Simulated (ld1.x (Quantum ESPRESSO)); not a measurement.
Which change was made? (In, PAW)

In, PAW, made with ld1.x (Quantum ESPRESSO) 7.5 (LDA (PZ), non-relativistic). Core [Kr], reference 4d10 5s1.75 5p1.25. Waves: 5s (bound): rcut 1.80, rcutus 2.55 bohr; 5s channel at 3.3 Ry: rcut 1.80, rcutus 2.55 bohr; 5p (bound): rcut 2.50, rcutus 3.10 bohr; 5p channel at 3.85 Ry: rcut 2.50, rcutus 3.10 bohr; 4d (bound): rcut 1.35, rcutus 1.55 bohr; 4d channel at -1.1 Ry: rcut 1.35, rcutus 1.55 bohr. Local part: all-electron potential smoothed inside 1.50 bohr (lloc = -1). Core correction: a·sin(br)/r model core inside 0.95 bohr. Augmentation charge: BESSEL, radius 1.45 bohr.

Cutoffs, loose and tight: the cutoffs (Ry, on a coarse ladder) from which the occupation-weighted sum of valence levels, in a spherical-Bessel basis at the reference potential, stays within 10 and 1 mRy of its value at 400 Ry. They do not see the model core or the augmentation charge, which bear on the density cutoff. Test errors are all-electron minus pseudo excitation energies from the reference, over the configurations 4d10 5s2 5p1; 4d10 5s2 5p0; 4d10 5s1 5p0; 4d9 5s2 5p1; 4d9 5s2 5p2; 4d9 5s0 5p0; 4d10 5s0 5p0 (two spin-polarised tests are not counted in the largest error); variants that change the core or the reference have their own tests. The largest error is taken over the tests solved by every variant that gives reliable tests at all, those not shown here included: 4d10 5s1 5p0; 4d10 5s2 5p0; 4d10 5s2 5p1; 4d9 5s2 5p1.

The base gives: outcome: generated; cutoff, loose: 60 Ry; cutoff, tight: 90 Ry; bound ghosts: s; largest test error (meV): -78.

After one change the result is: outcome: generated; cutoff, loose: 60 Ry; cutoff, tight: 90 Ry; bound ghosts: s; largest test error (meV): -165. Which change was it?
A. waves 5p (bound): rcut 1.90, rcutus 2.02 bohr; 5p channel at 3.85 Ry: rcut 1.90, rcutus 2.02 bohr
B. waves 5p (bound): rcut 2.50, rcutus 4.32 bohr; 5p channel at 3.85 Ry: rcut 2.50, rcutus 4.32 bohr
C. waves 5p (bound): rcut 2.50, rcutus 3.84 bohr; 5p channel at 3.85 Ry: rcut 2.50, rcutus 3.84 bohr

B. The others give: waves 5p (bound): rcut 1.90, rcutus 2.02 bohr; 5p channel at 3.85 Ry: rcut 1.90, rcutus 2.02 bohr → outcome: generated; cutoff, loose: 60 Ry; cutoff, tight: 90 Ry; bound ghosts: s, p; largest test error (meV): -125 | waves 5p (bound): rcut 2.50, rcutus 3.84 bohr; 5p channel at 3.85 Ry: rcut 2.50, rcutus 3.84 bohr → outcome: failed: the pseudo-atom did not reach self-consistency.
